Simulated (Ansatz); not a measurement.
`[SiH3][Ge]([Cl])([Cl])[Cl]` + H₂O → `[OH][Ge]([Cl])([Cl])[Cl]` + SiH₄ at 600 K and 1 bar (formal hydrolysis of a Ge–Si bond).

Gas-phase electronic energies from Ansatz, PBE0-D4/def2-TZVP geometries. CCSD(T)/CBS adds triple-zeta CCSD(T) − MP2 to the extrapolated MP2 energy (def2 sets, frozen cores). This one scheme is used for every species. For Ge outer-core shells are correlated without core-valence functions, which leaves a few kJ/mol of doubt a bond. Scalar relativity is left out up to krypton. One conformer a species, not always the lowest.

```json
{"species": "`[SiH3][Ge]([Cl])([Cl])[Cl]`", "CCSD(T)/CBS energy (Eh)": "-3746.46107", "H − E (kJ/mol)": "144.2", "S (J/(mol·K))": "489.4"}
{"species": "H₂O", "CCSD(T)/CBS energy (Eh)": "-76.37941", "H − E (kJ/mol)": "76.8", "S (J/(mol·K))": "212.8"}
{"species": "`[OH][Ge]([Cl])([Cl])[Cl]`", "CCSD(T)/CBS energy (Eh)": "-3531.37835", "H − E (kJ/mol)": "103.0", "S (J/(mol·K))": "449.3"}
{"species": "SiH₄", "CCSD(T)/CBS energy (Eh)": "-291.46306", "H − E (kJ/mol)": "108.7", "S (J/(mol·K))": "242.3"}
```

H − E and S are ideal-gas, rigid-rotor, harmonic terms from PBE0-D4/def2-TZVP, for one conformer and one mirror image of each species. 1 Eh = 2625.50 kJ/mol, R = 8.31446 J/(mol·K).

Problem. By hand: ΔE, ΔH, ΔS and ΔG.

Solution. ΔE = (-3531.37835) + (-291.46306) − (-3746.46107) − (-76.37941) = -0.00093 Eh = -2.4 kJ/mol. Δ(H − E) = 103.0 + 108.7 − 144.2 − 76.8 = -9.3, so ΔH = -11.7 kJ/mol. ΔS = 449.3 + 242.3 − 489.4 − 212.8 = -10.6 J/(mol·K). ΔG = -11.7 − 600 × (-10.6)/1000 = -5.3 kJ/mol.

Problem. By hand: the equilibrium constant, and the temperature at which ΔG would vanish if ΔH and ΔS stayed fixed.

Solution. log₁₀ K = −ΔG/(RT ln 10) = 0.5. ΔG = 0 at ΔH/ΔS = 1104 K, though so small a ΔS makes that figure unsure.

TΔS isn't small against ΔH here. The sign of ΔG lies within the doubt. A doubt of 5 kJ/mol in ΔE shifts log₁₀ K by 0.4 here. Other conformers and mirror images would add mixing entropy, several J/(mol·K) or more a flexible species. These are equilibria of isolated gas molecules and say nothing of rates. Largest T1 diagnostic: 0.011 (customary marks: 0.02 for closed shells, 0.045 for open ones).
